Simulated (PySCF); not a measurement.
## `Nc1ccccc1Cl`, C₆H₆ClN

Molfile (atoms numbered from 1):
```
C6H6ClN
     RDKit          3D

 14 14  0  0  0  0  0  0  0  0999 V2000
    2.3118   -0.1945    0.0461 N   0  0  0  0  0  0  0  0  0  0  0  0
    0.9511   -0.0326    0.0663 C   0  0  0  0  0  0  0  0  0  0  0  0
    0.0720   -1.1260   -0.0337 C   0  0  0  0  0  0  0  0  0  0  0  0
   -1.3053   -0.9565    0.0341 C   0  0  0  0  0  0  0  0  0  0  0  0
   -1.8591    0.3122    0.2038 C   0  0  0  0  0  0  0  0  0  0  0  0
   -1.0113    1.4126    0.3010 C   0  0  0  0  0  0  0  0  0  0  0  0
    0.3660    1.2395    0.2317 C   0  0  0  0  0  0  0  0  0  0  0  0
    1.4145    2.6268    0.3392 Cl  0  0  0  0  0  0  0  0  0  0  0  0
    2.6704   -1.0426   -0.3688 H   0  0  0  0  0  0  0  0  0  0  0  0
    2.8614    0.6383   -0.1228 H   0  0  0  0  0  0  0  0  0  0  0  0
    0.4951   -2.1260   -0.1613 H   0  0  0  0  0  0  0  0  0  0  0  0
   -1.9547   -1.8314   -0.0471 H   0  0  0  0  0  0  0  0  0  0  0  0
   -2.9406    0.4484    0.2581 H   0  0  0  0  0  0  0  0  0  0  0  0
   -1.4076    2.4216    0.4286 H   0  0  0  0  0  0  0  0  0  0  0  0
  1  2  1  0
  2  3  2  0
  3  4  1  0
  4  5  2  0
  5  6  1  0
  6  7  2  0
  7  8  1  0
  7  2  1  0
  1  9  1  0
  1 10  1  0
  3 11  1  0
  4 12  1  0
  5 13  1  0
  6 14  1  0
M  END
```

The calculation used TDDFT CAM-B3LYP/aug-cc-pVDZ excited states, vertical, gas phase in PySCF 2.14.0. Geometry: PBE0-D3(BJ)/def2-SVP.

Q: How strongly do the lowest singlets absorb one photon, and two photons of half the energy?

A: δ for parallel linear polarisation; σ at the peak of a Lorentzian of half width 0.1 eV, single beam; Ω is circular over linear.
```
state  E (eV)      f  photon λ (nm)  δ (au)  σ (GM)     Ω                                  main
   S1    4.76  0.060            520    30.3    0.25  1.49  HOMO→LUMO+2 0.76, HOMO−1→LUMO+4 0.10
   S2    5.11  0.010            485      48    0.46  1.45                        HOMO→LUMO 0.84
   S3    5.54  0.071            448    41.5    0.47  1.37    HOMO→LUMO+4 0.51, HOMO→LUMO+1 0.22
   S4    5.55  0.023            447    81.6    0.92  1.35    HOMO→LUMO+1 0.45, HOMO→LUMO+4 0.23
   S5    5.86  0.011            423    52.4    0.66  1.50    HOMO→LUMO+3 0.68, HOMO→LUMO+1 0.10
   S6    6.15  0.002            403    18.5    0.26  1.23    HOMO→LUMO+5 0.15, HOMO→LUMO+7 0.13
```

Among these, the strongest one-photon state is S3, the strongest two-photon state S4, with a dipole change of 1.7 D (relaxed, norm of the difference vector).
